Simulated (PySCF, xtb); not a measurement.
H3NOPb, SMILES [OH][Pb][NH2] (connectivity only; charge and spin as stated), neutral, multiplicity 1.

GFN2-xTB (xtb) at its own geometry gives an orbital gap of 3.18 eV and a dipole moment of 3.66 D.

Coordinates come from a B3LYP-D3(BJ)/def2-TZVP optimisation. The def2 effective core potentials stand for the cores of Pb; spin–orbit coupling is left out. Other conformers were not sampled.

What does ωB97X/def2-TZVPD (PySCF) give? (The exact figures need the calculation; the answer reports its results.)

gap 9.33 eV (levels -9.35 and -0.02 eV), dipole 2.52 D.
